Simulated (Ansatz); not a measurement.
Reaction (β-hydride elimination): `C[CH2][InH][Cl]` → `[Cl][InH2]` + `C=C`

Isolated molecules relaxed with PBE0-D4/def2-TZVP in Ansatz; ΔE leaves out vibrations. CCSD(T)/CBS is the MP2 limit (def2-TZVPP, def2-QZVPP) plus CCSD(T) − MP2 in def2-TZVPP, frozen cores. This one scheme is used for every species. Functionals use def2-TZVPP. B3LYP here is the variant with VWN-RPA as its local correlation; programs differ in this. HSE06 is defined as in plane-wave codes. def2 core potentials past Kr. For In outer-core shells are correlated without core-valence functions, which leaves a few kJ/mol of doubt a bond. Each species was taken in one conformer, which may not be the lowest.

| level | ΔE (kJ/mol) | difference from CCSD(T)/CBS |
| --- | --- | --- |
| PBE-D4 | 134.1 | 3.5 |
| revPBE-D4 | 128.6 | -2.0 |
| BLYP-D4 | 110.9 | -19.7 |
| r2SCAN-D4 | 132.8 | 2.2 |
| B97M-V | 117.1 | -13.5 |
| PBE0-D4 | 140.2 | 9.6 |
| B3LYP-D4 | 118.7 | -11.9 |
| r2SCANh-D4 | 134.8 | 4.2 |
| r2SCAN0-D4 | 137.9 | 7.3 |
| HSE06-D4 | 140.1 | 9.5 |
| BHLYP-D4 | 124.4 | -6.2 |
| CAM-B3LYP-D4 | 122.7 | -7.9 |
| ωB97X-V | 132.2 | 1.6 |
| ωB97M-V | 125.6 | -5.0 |
| B2PLYP | 117.5 | -13.1 |
| PBE-QIDH | 142.7 | 12.1 |
| PBE | 125.4 | -5.2 |
| revPBE | 108.5 | -22.1 |
| BLYP | 93.2 | -37.4 |
| r2SCAN | 130.4 | -0.2 |
| PBE0 | 132.5 | 1.9 |
| B3LYP | 104.7 | -25.9 |
| r2SCANh | 132.2 | 1.6 |
| r2SCAN0 | 135.0 | 4.4 |
| HSE06 | 132.8 | 2.2 |
| CAM-B3LYP | 114.6 | -16.0 |
| RPA@PBE/def2-TZVPP | 119.7 | -10.9 |
| HF/def2-SVP | 95.4 | -35.2 |
| CCSD/def2-SVP | 118.7 | -11.9 |
| CCSD(T)/def2-SVP | 119.2 | -11.4 |
| HF/def2-TZVPP | 86.2 | -44.4 |
| MP2/def2-TZVPP | 143.0 | 12.4 |
| SCS-MP2/def2-TZVPP | 128.0 | -2.6 |
| CCSD/def2-TZVPP | 122.8 | -7.8 |
| CCSD(T)/def2-TZVPP | 125.6 | -5.0 |
| HF/def2-QZVPP | 85.8 | -44.8 |
| MP2/def2-QZVPP | 145.6 | 15.0 |
| SCS-MP2/def2-QZVPP | 130.2 | -0.4 |
| HF/CBS(def2) | 85.7 | -44.9 |
| CCSD/CBS(def2) | 127.7 | -2.9 |
| CCSD(T)/CBS | 130.6 | 0 |

Largest T1 diagnostic among the species: 0.014.

At CCSD(T), def2-SVP lies −11.4 kJ/mol from the extrapolated value and def2-TZVPP −5.0 kJ/mol. From r2SCAN to r2SCAN0 (25 % exact exchange), in def2-TZVPP and without D4, ΔE moves by +4.6 kJ/mol.

CCSD(T)/CBS has its own doubt, a few kJ/mol and more with outer-core shells, so smaller differences from it don't rank the levels.
